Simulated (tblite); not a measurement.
Computed with GFN2-xTB (tblite): harmonic, unscaled wavenumbers at the GFN2-xTB geometry, gas phase. The method is semi-empirical: single wavenumbers can be off by several per cent or more. One conformer each. Open shells enter through the occupations alone, without spin polarisation, and single modes of such species can be off by tens of per cent. Thermal functions are those of the rigid rotor and harmonic oscillator, without mixing of conformers.

Question: Order these by their heat capacity Cp at 500 K, highest first (J/(mol K)).
A. `FCC(/C=[C]\[H])=C=S` [radical]
B. `[CH2]CC(N)=O` [radical]
C. `[H]/N=C\O[CH]C` [radical]
D. `C=C/P=C(\F)C(C)C`
E. `COC(C)=[N]` [radical]

Answer: D (226.9), A (159.7), B (141.3), C (136.2), E (132.9).

```
             SMILES  atoms  mass (u)  symmetry number  modes under 300 cm⁻¹  ZPE (kJ/mol)  S translation (J/(mol K))  S rotation  S vibration  S spin      S     Cp
   C=C/P=C(\F)C(C)C     18    132.05                1                     9         375.9                      180.5       128.4        209.9     0.0  518.8  226.9
[H]/[C]=C\C(=C=S)CF     11    115.00                1                     5         179.1                      178.8       126.6        146.3     5.8  457.3  159.7
       [CH2]CC(N)=O     11     72.04                1                     3         222.1                      172.9       112.5         99.4     5.8  390.6  141.3
     [H]/N=C\O[CH]C     11     72.04                1                     4         222.7                      172.9       112.1        105.7     5.8  396.5  136.2
         COC(C)=[N]     11     72.04                1                     4         225.3                      172.9       112.1        101.8     5.8  392.6  132.9
```

Entropies and Cp are for 500 K and 1 bar.
